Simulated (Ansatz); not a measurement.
The same redistribution along the group Si, Ge, Sn.

Isolated molecules relaxed with PBE0-D4/def2-TZVP in Ansatz; ΔE leaves out vibrations. CCSD(T)/CBS is the MP2 limit (def2-TZVPP, def2-QZVPP) plus CCSD(T) − MP2 in def2-TZVPP, frozen cores. This one scheme is used for every species. Functionals use def2-TZVPP. B3LYP here is the variant with VWN-RPA as its local correlation; programs differ in this. Elements past krypton have def2 core potentials. For Ge, Sn outer-core shells are correlated without core-valence functions, which leaves a few kJ/mol of doubt a bond. Scalar relativity is left out up to krypton. Each species was taken in one conformer, which may not be the lowest.

```json
{"reaction": "`N[Si]O` + `SB(Cl)Cl` → `N[Si]Cl` + `OB(S)Cl`", "revPBE-D4 (kJ/mol)": "-58", "CCSD(T)/def2-SVP (kJ/mol)": "-68", "B3LYP-D4 (kJ/mol)": "-60", "PBE-D4 (kJ/mol)": "-59"}
{"reaction": "`[NH2][Ge][OH]` + `SB(Cl)Cl` → `[NH2][Ge][Cl]` + `OB(S)Cl`", "revPBE-D4 (kJ/mol)": "-95", "CCSD(T)/def2-SVP (kJ/mol)": "-102", "B3LYP-D4 (kJ/mol)": "-104", "PBE-D4 (kJ/mol)": "-97"}
{"reaction": "`[NH2][Sn][OH]` + `SB(Cl)Cl` → `[NH2][Sn][Cl]` + `OB(S)Cl`", "revPBE-D4 (kJ/mol)": "-117", "CCSD(T)/def2-SVP (kJ/mol)": "-134", "B3LYP-D4 (kJ/mol)": "-130", "PBE-D4 (kJ/mol)": "-120"}
```

Task: Give the CCSD(T)/CBS values in the same order. (Best estimate.)

Result: Computed: -57, -97, -123 kJ/mol.

Largest T1 diagnostic: 0.017, for `[NH2][Sn][OH]`.
